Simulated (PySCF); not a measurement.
HCF2CF2OMe, C₃H₄F₄O.
Structure used (GFN2-xTB), in Å, numbered top down from 1:
```
atom  x, y, z in Å
C1    -1.9185    0.1368    0.1106
O2    -0.5626    0.6080    0.0607
C3     0.3770   -0.3310    0.1634
F4     0.2477   -1.3120   -0.7651
F5     0.3090   -0.9961    1.3591
C6     1.7700    0.3332    0.0677
F7     1.8864    0.9843   -1.1006
F8     2.7393   -0.5936    0.1138
H9    -2.5288    1.0306    0.0262
H10   -2.1086   -0.3670    1.0598
H11   -2.1173   -0.5395   -0.7220
H12    1.9077    1.0456    0.8946
```

Level of theory: PBE0/pcSseg-1 in PySCF (dipole) on a GFN2-xTB geometry, gas phase.

Masses are those of the commonest isotopes; rigid-rotor values at the optimised geometry. The values belong to one conformer with, in the numbering `[CH3:1][O:2][C:3]([F:4])([F:5])[CH:6]([F:7])[F:8]`, C1–O2–C3–F4 55°, O2–C3–C6–F7 -59°.

Give the principal moments of inertia and the rotational constants in GHz.

Ia = 151.52, Ib = 316.39, Ic = 370.65 u·Å²; 505379 MHz·u·Å²/I gives 3335, 1597 and 1364 MHz, that is A = 3.3355, B = 1.5973, C = 1.3635 GHz.

Classify the top.

An asymmetric top; Ray's κ = -0.763.

What does the inertial defect say?

Not planar: Δ = Ic − Ia − Ib = -97.26 u·Å². For a rigid frame Δ = −2 Σ m c², so Σ m c² = 48.63 u·Å² lies off the ab plane: 4.00 from hydrogen and 44.63 from heavier atoms. The atom farthest from that plane is 1.56 Å away.

List the rotational levels J(Ka,Kc) to J = 4 (K).

Above 0(0,0), as E/k:
J = 1: 1(0,1) 0.142, 1(1,1) 0.226, 1(1,0) 0.237
J = 2: 2(0,2) 0.425, 2(1,2) 0.498, 2(1,1) 0.532, 2(2,1) 0.782, 2(2,0) 0.783
J = 3: 3(0,3) 0.847, 3(1,3) 0.907, 3(1,2) 0.975, 3(2,2) 1.209, 3(2,1) 1.214, 3(3,1) 1.654, 3(3,0) 1.655
J = 4: 4(0,4) 1.406, 4(1,4) 1.451, 4(1,3) 1.563, 4(2,3) 1.776, 4(2,2) 1.792, 4(3,2) 2.225, 4(3,1) 2.225, 4(4,1) 2.846, 4(4,0) 2.846

Which lines would a microwave search look for?

The dipole components are |μa| = 2.52 D, |μb| = 0.62 D, |μc| = 1.24 D. The squared components, which scale the intensities, stand as 1.00 : 0.06 : 0.24 (a : b : c). Some lines, for components of 0.1 D or more:

| type | branch | J(Ka,Kc) | MHz | lower level (cm⁻¹) |
| --- | --- | --- | --- | --- |
| c | Q | 3(1,3) ← 3(0,3) | 1249 | 0.589 |
| b | Q | 2(1,1) ← 2(0,2) | 2228 | 0.296 |
| b | Q | 4(1,3) ← 4(0,4) | 3280 | 0.977 |
| a | R | 4(0,4) ← 3(0,3) | 11634 | 0.589 |
| a | R | 4(1,3) ← 3(1,2) | 12263 | 0.677 |
| b | Q | 5(4,2) ← 5(3,3) | 12935 | 2.042 |
| a | R | 5(4,2) ← 4(4,1) | 14853 | 1.978 |
| c | R | 4(1,3) ← 3(0,3) | 14914 | 0.589 |
| b | R | 5(1,5) ← 4(0,4) | 15087 | 0.977 |
| a | R | 5(2,3) ← 4(2,2) | 15147 | 1.245 |
| c | R | 4(2,2) ← 3(1,2) | 17023 | 0.677 |
| c | R | 3(3,0) ← 2(2,0) | 18150 | 0.545 |
| c | R | 4(4,1) ← 3(3,1) | 24833 | 1.150 |
| c | R | 5(5,0) ← 4(4,0) | 31503 | 1.978 |

Estimate the classical rotational partition function at 25 K, 100 K and 500 K.

Point group C1, symmetry number σ = 1; q = (√π/σ)·√((kT/h)³/(ABC)), k/h = 20836.6 MHz/K: 7820 at 25 K, 62500 at 100 K, 699000 at 500 K.

Whether it is a minimum is left open (no frequencies). No vibrational averaging or centrifugal distortion is included, and the geometry carries the error of its method. A rigid rotor knows nothing of internal rotation, which can split or shift real lines.

Time: 12 s. Hardware: one thread, x86-64 server, no GPU, shared host. This is the PBE0/pcSseg-1 job that gave the dipole, with the shieldings it also computed.
